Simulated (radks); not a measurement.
Q: Os40+, configuration [Kr]. Calculated with a radial shooting solver on a logarithmic mesh with Libxc functionals: non-relativistic Kohn-Sham, LB94 model potential, spin-polarised, spherical densities, point nucleus; relativity is left out, which matters for an element this heavy. Some entries of the table are withheld. Estimate them.

orbital  occ.  eigenvalue (eV)  <1/r> (bohr^-1)
1s          2              (1)            75.49
2s          2        -13038.03              (2)
2p          6              (3)            17.80
3s          2        -4364.116            6.944
3p          6              (4)            6.901
3d         10              (5)            6.823
4s          2        -2063.275              (6)
4p          6        -1974.634            3.395

A: 
(1) 1s eigenvalue (eV): -69434.12
(2) 2s <1/r> (bohr^-1): 17.75
(3) 2p eigenvalue (eV): -12597.06
(4) 3p eigenvalue (eV): -4160.416
(5) 3d eigenvalue (eV): -3785.841
(6) 4s <1/r> (bohr^-1): 3.440
